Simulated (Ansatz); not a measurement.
Start from `C[O][GeH]([F])[Cl]` and change one atom or group to get `C[O][GeH]([Cl])[O]C`.

Ansatz, PBE0-D4/def2-TZVP geometries, multiplicity 1. Each molecule was computed in one conformer, which needn't be the lowest.

Scalar relativity is left out up to krypton.

| property | `C[O][GeH]([F])[Cl]` |
| --- | --- |
| HOMO energy (ωB97M-V/def2-TZVPP) / eV | -11.08 |
| LUMO energy (ωB97M-V/def2-TZVPP) / eV | 1.73 |
| size of the dipole moment (ωB97M-V/def2-TZVPP) / D | 2.79 |
| HOMO–LUMO gap (B3LYP/def2-TZVPP) / eV | 7.78 |
| HOMO–LUMO gap (PBE/def2-TZVPP) / eV | 5.71 |
| LUMO energy (PBE0/def2-TZVPP) / eV | -0.31 |

Question: What does the change do to each property? (Best estimate.)

Answer: Computed: 
```
                                          property  `C[O][GeH]([Cl])[O]C`  shift
             HOMO energy (ωB97M-V/def2-TZVPP) / eV                 -10.73   0.35
             LUMO energy (ωB97M-V/def2-TZVPP) / eV                   2.08   0.35
size of the dipole moment (ωB97M-V/def2-TZVPP) / D                   1.11  -1.68
             HOMO–LUMO gap (B3LYP/def2-TZVPP) / eV                   7.82   0.04
               HOMO–LUMO gap (PBE/def2-TZVPP) / eV                   5.75   0.04
                LUMO energy (PBE0/def2-TZVPP) / eV                   0.09   0.40
```

Dipoles are sizes alone; their direction can turn.

B3LYP here is the variant with VWN-RPA as its local correlation; programs differ in this.
